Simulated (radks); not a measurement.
Values are calculated unless marked as measured or tabulated.
The mean radii <r> (bohr) of the occupied orbitals of an atom or ion are listed with their occupations. Level of theory: non-relativistic Kohn-Sham, LDA (Slater exchange, Perdew-Wang correlation), spin-unpolarised, spherical densities, point nucleus (a radial shooting solver on a logarithmic mesh with Libxc functionals).

| orbital | occ. | <r> |
|---|---|---|
| 1s | 2 | 0.02167 |
| 2s | 2 | 0.09169 |
| 2p | 6 | 0.07761 |
| 3s | 2 | 0.2313 |
| 3p | 6 | 0.2208 |
| 3d | 10 | 0.1938 |
| 4s | 2 | 0.4628 |
| 4p | 5 | 0.4604 |

Name the element and its charge.

Answer. Z = 70, ytterbium, charge +35: Yb35+ in [Ar] 3d10 4s2 4p5. The 1s radius gives Z: for a bare nucleus <r> = 1.5/Z, 0.02143 bohr for Z = 70, and screening makes it slightly larger (0.02167 here). The occupations add up to 35, and the charge is Z minus that.
